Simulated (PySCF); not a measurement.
A structure optimised at B3LYP-D3(BJ)/def2-SVP, used in a PySCF frequency run:

```
Ga
F 1 1.7498
O 1 1.7710 2 117.85
H 3 0.9669 1 112.70 2 180.00
O 1 1.7773 2 119.17 3 180.00
H 5 0.9670 1 113.08 2 0.00
```
Charge 0, spin multiplicity 1.

Q: Write its SMILES, formula and point group.

A: [OH][Ga]([OH])[F], FGaH2O2, Cs

Q: What are its rotational constants (standard atomic weights)?

A: 6.0525, 5.8649, 2.9786 GHz
